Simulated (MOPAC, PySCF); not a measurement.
C₄H₁₂GeO₄, SMILES `C[O][Ge]([O]C)([O]C)[O]C`, neutral singlet in the gas phase. 

Cartesian coordinates (Å):
```xyz
21

C     -1.8590    -1.3464    -1.5324
O     -1.2659    -0.1113    -1.2079
Ge     0.0001    -0.0001    -0.0001
O      0.2091     1.7052     0.3491
C     -0.8990     2.5540     0.5331
O      1.5697    -0.6046    -0.4949
C      2.3802     0.1169    -1.3921
O     -0.5124    -0.9898     1.3533
C      0.3778    -1.3245     2.3915
H     -2.1527    -1.9148    -0.6336
H     -2.7624    -1.1455    -2.1283
H     -1.1837    -1.9781    -2.1367
H     -1.6540     2.4293    -0.2617
H     -0.5397     3.5943     0.5123
H     -1.3898     2.3807     1.5075
H      3.3870    -0.3278    -1.3764
H      2.4640     1.1808    -1.1124
H      1.9968     0.0596    -2.4265
H      1.3436    -1.6944     2.0072
H     -0.0849    -2.1203     2.9950
H      0.5755    -0.4632     3.0544
```
Charge 0, spin multiplicity 1.

All levels are single points at this geometry (PBE0-D3(BJ)/def2-SVP); Pople sets use spherical d functions. Orbital energies aren't observables, and empty levels follow the basis.

B3LYP/3-21G in PySCF gives HOMO (eV) = -7.14.

Task: Estimate the HOMO (eV) from each of these levels: M06-2X/def2-TZVP in PySCF; B3LYP/6-31G* in PySCF; B3LYP/LANL2DZ in PySCF; HF/3-21G in PySCF; HF/6-31G* in PySCF; HF/STO-3G in PySCF; AM1 in MOPAC; PM7 in MOPAC.

Result: 
| level | HOMO (eV) |
|---|---|
| M06-2X/def2-TZVP in PySCF | -9.70 |
| B3LYP/6-31G* in PySCF | -7.54 |
| B3LYP/LANL2DZ in PySCF | -7.67 |
| HF/3-21G in PySCF | -11.75 |
| HF/6-31G* in PySCF | -12.02 |
| HF/STO-3G in PySCF | -8.58 |
| AM1 in MOPAC | -10.95 |
| PM7 in MOPAC | -9.68 |
